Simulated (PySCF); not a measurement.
# Distorted geometries of [Bi3]2+

[Bi3]2+ (doublet). PySCF 2.14.0, UKS TPSS, Bi def2-SVP with ECP60; non-relativistic Hamiltonian with scalar-relativistic core potentials where named; density fitting; no spin-orbit coupling. Relaxed geometry:

```xyz
3

Bi    0.0000    0.0000    2.7952
Bi    0.0000    0.0000    0.0074
Bi    0.0000    0.0000   -2.8026
```

Order these distorted geometries by energy above the relaxed one, lowest first.
A.
```xyz
3

Bi   -0.1000    0.1453    2.6656
Bi    0.0044    0.0612    0.0835
Bi    0.0955   -0.2065   -2.7491
```
B.
```xyz
3

Bi    0.0117   -0.0053    2.7824
Bi    0.0138   -0.0230   -0.0072
Bi   -0.0255    0.0283   -2.7752
```
C.
```xyz
3

Bi    0.0651    0.0364    2.7239
Bi   -0.0624   -0.0184    0.0278
Bi   -0.0027   -0.0180   -2.7517
```

B (0.00 eV), C (0.04 eV), A (0.21 eV).

Which forces (eV/Å) act in the one that lies 0.00 eV up?


```
Bi   0.00  0.00  0.14
Bi   0.00  0.00  0.05
Bi   0.00  0.00 -0.19
```
Forces carry noise of the integration grid, about 0.01 to 0.03 eV/Å.

No frequency check is given that shows the relaxed geometry to be a minimum. Open shells may have lower solutions than the one found.
